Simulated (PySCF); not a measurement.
A calculated (BP86, PySCF 2.14, x2c-QZVPPall, the spin-free X2C one-electron Hamiltonian (Gaussian nucleus)) atom or ion has these occupied shells.

```csv
shell,electrons,orbital energy (eV),"rms radius, mean of both spins (bohr)"
1s α,1,-90315.0,0.0178
1s β,1,-90315.0,0.0178
2s α,1,-16238.3,0.0718
2s β,1,-16238.3,0.0718
2p α,3,-13971.8,0.0663
2p β,3,-13971.8,0.0663
3s α,1,-3934.4,0.183
3s β,1,-3934.4,0.183
3p α,3,-3282.9,0.186
3p β,3,-3282.9,0.186
3d α,5,-2593.5,0.170
3d β,5,-2593.4,0.170
4s α,1,-916.70,0.401
4s β,1,-916.69,0.401
4p α,3,-701.76,0.428
4p β,3,-701.74,0.428
4d α,5,-446.60,0.454
4d β,5,-446.58,0.454
5s α,1,-174.81,0.881
5s β,1,-174.76,0.881
4f α,7,-170.16,0.482
4f β,7,-170.14,0.482
5p α,3,-114.02,1.00
5p β,3,-113.97,1.00
5d α,5,-44.611,1.32
5d β,5,-44.475,1.32
6s α,1,-31.072,2.19
6s β,1,-30.430,2.19
6p α,1,-19.746,2.77
```

Name the element and its charge.

Bi²⁺ (bismuth, charge +2), in [Xe] 4f14 5d10 6s2 6p1, 2P determinant.
